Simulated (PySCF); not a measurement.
## A ladder of Hamiltonians for Bi(77+) (bismuth, charge +77)

Occupied: 1s1/2, 2s1/2, 2p1/2. Hartree-Fock calculated with PySCF 2.14 in an uncontracted even-tempered set (18 s from 22 bohr⁻², ratio 2.3; 16 p from 27 bohr⁻², ratio 2.3), Gaussian nucleus throughout. NR is non-relativistic, sf-X2C the spin-free one-electron X2C Hamiltonian, X2C adds the bare one-electron spin-orbit term, X2C-SNSO screens it by Boettger's factors, DC is four-component Dirac-Coulomb, and the Gaunt and Breit terms are added at first order (total energies over the DC spinors, levels after relaxing the spinors in that mean field). QED terms are absent. Levels marked empty are virtual spinors of this ion.

```json
{"Hamiltonian": "X2C", "E (hartree)": "-11276.0382"}
{"Hamiltonian": "X2C-SNSO", "E (hartree)": "-11271.9363"}
{"Hamiltonian": "DC", "E (hartree)": "-11279.0666"}
{"Hamiltonian": "DC+Gaunt", "E (hartree)": "-11263.7013"}
{"Hamiltonian": "DC+Breit", "E (hartree)": "-11264.4702"}
```

```json
{"level (eV)": "1s1/2", "X2C": "-100210.7", "X2C-SNSO": "-100214.3", "DC": "-100314.6", "DC+Gaunt": "-100008.3", "DC+Breit": "-100018.2"}
{"level (eV)": "2s1/2", "X2C": "-24532.6", "X2C-SNSO": "-24533.7", "DC": "-24548.9", "DC+Gaunt": "-24515.6", "DC+Breit": "-24518.6"}
{"level (eV)": "2p1/2", "X2C": "-24253.8", "X2C-SNSO": "-24198.7", "DC": "-24216.7", "DC+Gaunt": "-24148.6", "DC+Breit": "-24155.7"}
{"level (eV)": "2p3/2 (empty)", "X2C": "-21306.7", "X2C-SNSO": "-21322.9", "DC": "-21326.2", "DC+Gaunt": "-21295.8", "DC+Breit": "-21302.8"}
{"level (eV)": "3s1/2 (empty)", "X2C": "-10243.9", "X2C-SNSO": "-10244.1", "DC": "-10248.0", "DC+Gaunt": "-10238.8", "DC+Breit": "-10240.1"}
```

Question: How large are the two-electron picture-change error of X2C and the Breit correction in the total energy?

Answer: X2C-1e lies 3.0284 hartree above Dirac-Coulomb; Gaunt adds 15.3653 and the full Breit term 14.5964 hartree.

Weight of the small component: 1s1/2 0.101, 2s1/2 0.0246, 2p1/2 0.0245, 2p3/2 0.0217, 3s1/2 0.0101.

Koopmans' value for the highest occupied level at DC+Breit: 24155.7 eV, against an ionisation energy of 24150 ± 120 eV (theoretical estimate listed by NIST; NIST Atomic Spectra Database, ionization energies); the former lacks relaxation, correlation, QED and recoil.

The whole ladder took 210 s of wall time on 1 thread of Neoverse-N1 (shared host), launched as `OMP_NUM_THREADS=1 python relrun2.py TASK.json OUT` (a driver that calls PySCF for each Hamiltonian).
